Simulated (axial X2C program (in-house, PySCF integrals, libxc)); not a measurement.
Outer orbitals of MnSi at 2.339 Å, M06

Calculated with an in-house relativistic program for diatomic molecules. Spin-free means the one-electron spin-free X2C Hamiltonian; two-component (2c) means X2C with spin–orbit coupling and atomic mean-field two-electron Coulomb and Gaunt terms, so the difference of the two also holds small scalar two-electron terms. Basis: Mn dyall-cv3z [9s10p6d3f2g], Si dyall-v3z [8s7p2d1f] (cores contracted in-house); Gaussian nuclei, density fitting, unrestricted open shells. Masses: Mn 54.938 u, Si 27.977 u.

The distance is close to the 2c PBE0 minimum; the highest filled and lowest empty levels are listed.

Spin-free orbitals, state M_S = 7/2, Λ = 0 (beyond evenly filled blocks: σα, 2 × π+α, 2 × π-α, δ+α, δ-α) (Löwdin shares):

| symmetry | occupied | ε (eV) | atomic character |
| --- | --- | --- | --- |
| σα | yes | -13.14 | 56% Si s, 24% Mn d, 10% Mn s |
| σβ | yes | -11.21 | 66% Si s, 14% Mn s, 11% Mn p |
| π-α | yes | -11.08 | 98% Mn d |
| π+α | yes | -11.08 | 98% Mn d |
| δ+α | yes | -10.96 | 100% Mn d |
| δ-α | yes | -10.96 | 100% Mn d |
| σα | yes | -10.62 | 77% Mn d, 14% Si s, 5% Mn s |
| σα | yes | -6.78 | 45% Mn s, 41% Si p, 7% Si s |
| σβ | yes | -6.01 | 44% Si p, 37% Mn s, 8% Si s |
| π-α | yes | -5.00 | 75% Si p, 20% Mn p, 5% Mn d |
| π+α | yes | -5.00 | 75% Si p, 20% Mn p, 5% Mn d |
| σβ | no | -3.09 | 50% Mn d, 26% Mn s, 13% Si p |
| π+β | no | -3.04 | 55% Mn d, 36% Si p, 8% Mn p |
| π-β | no | -3.04 | 55% Mn d, 36% Si p, 8% Mn p |
| σα | no | -2.76 | 40% Mn p, 34% Si p, 22% Mn s |

The lowest two-component determinant found has another configuration (Ω = 3/2 (⟨Sz⟩ = 1.50, ⟨Lz⟩ = 0.00 at M06)), so the levels differ by more than spin–orbit coupling. Its spinors:

| ω | occupied | ε (eV) | atomic character | λ mixture |
| --- | --- | --- | --- | --- |
| -1/2 | yes | -12.52 | 71% Si s, 11% Mn p, 11% Mn s | 100% σ |
| 1/2 | yes | -11.31 | 53% Si s, 28% Mn d, 10% Mn s | 100% σ |
| -3/2 | yes | -9.68 | 100% Mn d | 100% δ |
| 5/2 | yes | -9.60 | 100% Mn d | 100% δ |
| -1/2 | yes | -9.55 | 98% Mn d | 100% π |
| 3/2 | yes | -9.51 | 98% Mn d | 100% π |
| 1/2 | yes | -9.16 | 73% Mn d, 16% Si s, 6% Mn s | 100% σ |
| -1/2 | yes | -6.20 | 55% Si p, 32% Mn s, 5% Si s | 100% σ |
| 1/2 | yes | -6.04 | 49% Mn s, 35% Si p, 7% Mn p | 100% σ |
| 1/2 | yes | -5.30 | 68% Si p, 22% Mn d, 10% Mn p | 100% π |
| -3/2 | yes | -5.27 | 68% Si p, 22% Mn d, 10% Mn p | 100% π |
| -1/2 | no | -2.85 | 38% Mn s, 25% Mn p, 18% Si p | 100% σ |
| -1/2 | no | -2.26 | 57% Si p, 40% Mn p, 2% Mn d | 100% π |
| 3/2 | no | -2.24 | 57% Si p, 40% Mn p, 2% Mn d | 100% π |
| 1/2 | no | -2.13 | 40% Si p, 40% Mn p, 16% Mn s | 100% σ |

Q: How does the gap between the highest filled and lowest empty level change from the spin-free to the 2c table?

A: From 1.91 to 2.42 eV at M06, a change of 0.51 eV.

Mulliken charges and populations of the two-component result (they depend on the basis, above all on diffuse functions):

Mn 0.28 e (s 7.15 p 12.20 d 5.38), Si -0.28 e (s 5.94 p 8.29 d 0.05 f 0.01). ⟨Lz⟩ = 0.00 ħ and ⟨Sz⟩ = 1.50 ħ (2.38 and -0.88 on the two atoms), which add up to Ω.

One determinant describes the state; a PBE0 search over occupations chose it and may have missed a lower one. Density functionals use the spin component along the axis (collinear). PBE0 can misorder states that lie within some tenths of an eV, so this need not be the ground state of the molecule. The nearest other spin-free determinant of the search, M_S = 5/2, Λ = 0, lies 0.26 eV up at the distance of the search. With several unpaired electrons one determinant need not be a pure state. This is the top spin component of a Σ state; components of lower Ω are not single determinants and can lie lower.
